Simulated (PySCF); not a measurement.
C7H10OP (charge +1).
Atom-mapped SMILES: `[CH3:1][C@@H:2]1[CH2:3][P@H+:4]1[c:5]1[cH:6][cH:7][cH:8][o:9]1` (hydrogens: H10, H11, H12 on C1; H13 on C2; H14, H15 on C3; H16 on P4; H17 on C6; H18 on C7; H19 on C8)

Computed with PySCF at wB97X-D/def2-SVPD, non-relativistic, on one gas-phase PBE0-D3(BJ)/def2-SVP geometry that isn't relaxed in the solvent. The solvent is an IEF-PCM continuum (Bondi radii, 1.10 Å for H, scaled by 1.2), and excitations are vertical TDDFT with non-equilibrium linear response and a frozen core. The model holds no explicit solvent molecules, cavitation or dispersion.

Gas-phase singlets (H = HOMO, L = LUMO):

```json
{"state": "S1", "E (eV)": "5.536", "λ (nm)": "224", "f": "0.337", "leading configurations": "H→L 91%"}
{"state": "S2", "E (eV)": "5.650", "λ (nm)": "219", "f": "0.068", "leading configurations": "H→L+1 87%"}
{"state": "S3", "E (eV)": "6.644", "λ (nm)": "187", "f": "0.074", "leading configurations": "H-1→L 76%"}
{"state": "S4", "E (eV)": "6.894", "λ (nm)": "180", "f": "0.005", "leading configurations": "H→L+2 65%, H→L+3 17%"}
{"state": "S5", "E (eV)": "7.195", "λ (nm)": "172", "f": "0.005", "leading configurations": "H-2→L 72%, H-2→L+1 14%"}
```

Task: How does the list change in dichloromethane (ε = 8.93)?

Result: 
```tsv
state	E (eV)	λ (nm)	f	leading configurations	change by rank (eV)
S1	5.532	224	0.504	H→L 97%	-0.004
S2	5.960	208	0.005	H→L+1 93%	+0.310
S3	6.686	185	0.078	H-1→L 79%, H→L+5 10%	+0.042
S4	7.005	177	0.004	H-2→L 85%	+0.111
S5	7.189	172	0.009	H→L+2 63%, H→L+3 16%	-0.006
```

Task: How do the frontier levels move from gas to dichloromethane?

Result: 
```csv
orbital,gas (eV),solvent (eV),change (eV)
LUMO+2,-2.04,1.71,+3.75
LUMO+1,-3.24,0.51,+3.75
LUMO,-3.57,-0.05,+3.52
HOMO,-13.12,-9.73,+3.39
HOMO-1,-14.48,-11.12,+3.36
HOMO-2,-15.06,-11.35,+3.71
HOMO-3,-16.00,-12.30,+3.70
```

The HOMO–LUMO gap goes from 9.55 to 9.68 eV.

Shape of the structure used: `[CH3:1][C@@H:2]1[CH2:3][P@H+:4]1[c:5]1[cH:6][cH:7][cH:8][o:9]1`: C3–P4–C5–C6 -49°.
